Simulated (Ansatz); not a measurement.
Harmonic frequencies (cm⁻¹) at PBE0-D4/def2-TZVP from Ansatz: 188, 248, 523, 695, 696, 757, 848, 900, 1027, 1186, 1383, 2183, 2650, 3467, 3857.

Each molecule was computed in one conformer, which needn't be the lowest.

Q: Which molecule is it?
A. `OC1=CB1`
B. `C#CBO`
C. `B1C=CO1`
D. `BC=C=O`

A: B.
